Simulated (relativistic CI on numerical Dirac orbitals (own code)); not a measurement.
Method of calculation: Dirac-Coulomb-Breit CI, KLI orbitals optimised for each configuration, model QED (radiative potential, 1s self-energy scaled to tabulated hydrogen-like ionisation energies), unscaled Slater integrals (own radial code, finite nucleus).

The strongest absorption lines from the ground level of an ion, among the configurations computed and to levels below about 5050 eV (vacuum wavelength in Å, gf): 3.2385 (0.63), 3.6313 (0.036), 3.6872 (1.8), 3.7392 (0.087), 4.2642 (0.34), 15.110 (0.72), 28.446 (0.51), 44.957 (0.01).

Which ion is it?
A. Yb52+
B. Hg62+
C. Hg60+
D. Re57+

B. Hg62+ has 18 electrons and the ground level 3s²3p⁶ ¹S0; the strongest line goes to 3s²3p⁵4d ¹P°1. The pattern of lines fixes the number of electrons, and along that sequence the line energies rise steadily with the charge (about as its square where n changes within one kind of shell, about linearly where n is kept but much faster in heavy ions where fine structure, which grows about as Z⁴, sets the gap, and irregularly where shells cross), which fixes Z. Configurations outside the model, such as inner-shell arrays, can give stronger lines. At this charge energies of transitions that change n are usually good to better than 1 %, and those within a shell (Δn = 0) to a few per cent.

LS names give the leading component of a level, which can be under half, so a name can repeat, a term be missing and a line seem to break the LS rules.
